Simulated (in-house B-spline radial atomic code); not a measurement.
Pd III (Pd2+) is squeezed into an impenetrable sphere of radius R (the orbitals vanish at R). No spin polarisation. Computed with a B-spline radial code for spherical atoms: non-relativistic Hartree-Fock, average of configuration, point nucleus.

Energies in eV above the free ion in [Kr] 4d8:

```json
{"R (bohr)": "7.69", "highest level (eV)": "-34.7", "[Kr] 4d8": "5.859e-05", "[Kr] 4d7 4f1": "26.36", "[Ar] 3d10 4s2 4p5 4d8 4f1": "79.7", "-dE/dV in [Kr] 4d8 (GPa)": "0.000233"}
{"R (bohr)": "5.67", "highest level (eV)": "-34.7", "[Kr] 4d8": "0.01273", "[Kr] 4d7 4f1": "29.39", "[Ar] 3d10 4s2 4p5 4d8 4f1": "82.67", "-dE/dV in [Kr] 4d8 (GPa)": "0.0881"}
{"R (bohr)": "4.75", "highest level (eV)": "-34.5", "[Kr] 4d8": "0.132", "[Kr] 4d7 4f1": "32.7", "[Ar] 3d10 4s2 4p5 4d8 4f1": "85.87", "-dE/dV in [Kr] 4d8 (GPa)": "1.26"}
{"R (bohr)": "4.38", "highest level (eV)": "-34.4", "[Kr] 4d8": "0.3307", "[Kr] 4d7 4f1": "34.75", "[Ar] 3d10 4s2 4p5 4d8 4f1": "87.86", "-dE/dV in [Kr] 4d8 (GPa)": "3.66"}
{"R (bohr)": "3.35", "highest level (eV)": "-32.4", "[Kr] 4d8": "4.102", "[Kr] 4d7 4f1": "46.2", "[Ar] 3d10 4s2 4p5 4d8 4f1": "99.15", "-dE/dV in [Kr] 4d8 (GPa)": "77"}
{"R (bohr)": "3.03", "highest level (eV)": "-30.6", "[Kr] 4d8": "9.041", "[Kr] 4d7 4f1": "54.54", "[Ar] 3d10 4s2 4p5 4d8 4f1": "107.6", "-dE/dV in [Kr] 4d8 (GPa)": "212"}
{"R (bohr)": "2.58", "highest level (eV)": "-25", "[Kr] 4d8": "28.61", "[Kr] 4d7 4f1": "80.03", "[Ar] 3d10 4s2 4p5 4d8 4f1": "134", "-dE/dV in [Kr] 4d8 (GPa)": "977"}
{"R (bohr)": "2.02", "highest level (eV)": "-4.06", "[Kr] 4d8": "136.3", "[Kr] 4d7 4f1": "197.3", "[Ar] 3d10 4s2 4p5 4d8 4f1": "255.6", "-dE/dV in [Kr] 4d8 (GPa)": "8490"}
{"R (bohr)": "1.74", "highest level (eV)": "22.5", "[Kr] 4d8": "320", "[Kr] 4d7 4f1": "386.4", "[Ar] 3d10 4s2 4p5 4d8 4f1": "449.6", "-dE/dV in [Kr] 4d8 (GPa)": "28600"}
{"R (bohr)": "1.22", "highest level (eV)": "179", "[Kr] 4d8": "1854", "[Kr] 4d7 4f1": "1913", "[Ar] 3d10 4s2 4p5 4d8 4f1": "1991", "-dE/dV in [Kr] 4d8 (GPa)": "392000"}
```

(1) Does [Kr] 4d7 4f1 fall below [Kr] 4d8 under compression?

(2) Does [Ar] 3d10 4s2 4p5 4d8 4f1 fall below [Kr] 4d8 under compression?

The highest level is first positive in the row R = 1.74 bohr, pushed up by confinement above the zero of the free ion's potential. Each configuration is held fixed and needn't be the lowest in the sphere.

Answers

(1) No, it stays above over the whole range.

(2) No, it stays above over the whole range.
